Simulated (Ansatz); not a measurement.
Relaxation of AlClFH5OSi (10 atoms, charge 0, multiplicity 1), to a largest force component of 0.03 eV/Å in at most 50 steps.

Theory: RKS PBE/def2-SVP in Ansatz.

```xyz
10
Properties=species:S:1:pos:R:3:forces:R:3
Al -0.007 0.461 -0.356 0.05 -0.23 0.08
Cl 0.365 0.440 3.050 -0.09 0.61 -0.75
F 1.434 -0.169 -0.928 -0.02 0.00 0.01
O -1.473 -0.339 -0.638 -0.12 -0.08 -0.02
Si -2.767 -1.360 -0.909 0.08 0.01 0.01
H -2.657 -2.579 -0.029 0.00 0.04 -0.03
H -4.051 -0.643 -0.591 0.01 0.00 0.00
H -2.795 -1.793 -2.352 0.01 0.02 0.05
H 0.026 1.864 0.345 0.00 0.24 0.04
H 0.240 1.425 2.145 0.09 -0.62 0.63
```

Where does it end, and by what steps?

The forces met the threshold. The force dipped under the threshold on the way, but the program's further checks kept it going. After 14 steps the energy has fallen by 0.227 eV; Cl2 moved furthest, 0.78 Å. Joined: Al1–Cl2.

| step | energy less start (eV) | largest force component (eV/Å) | accepted |
| --- | --- | --- | --- |
| 0 | 0.0000 | 0.752 | yes |
| 1 | -0.0469 | 0.655 | yes |
| 2 | -0.0882 | 1.080 | yes |
| 3 | -0.1447 | 0.627 | yes |
| 4 | -0.1581 | 0.275 | yes |
| 5 | -0.1788 | 0.346 | yes |
| 6 | -0.2113 | 0.267 | yes |
| 7 | -0.2157 | 0.671 | yes |
| 8 | -0.2217 | 0.322 | yes |
| 9 | -0.2251 | 0.062 | yes |
| 10 | -0.2255 | 0.042 | yes |
| 11 | -0.2260 | 0.019 | yes |
| 12 | -0.2260 | 0.078 | yes |
| 13 | -0.2261 | 0.065 | yes |
| 14 | -0.2267 | 0.016 | yes |

```xyz
10
Properties=species:S:1:pos:R:3
Al -0.026 0.546 -0.262
Cl 0.119 0.139 2.375
F 1.396 -0.263 -0.654
O -1.516 -0.244 -0.546
Si -2.724 -1.339 -0.848
H -2.577 -2.557 0.028
H -4.065 -0.713 -0.562
H -2.703 -1.783 -2.287
H 0.037 2.121 -0.093
H 0.372 1.399 2.587
```

The run took 13 s on 2 threads of AMD EPYC 9B45 (Zen 5), on a shared host, peak memory 0.2 GiB.
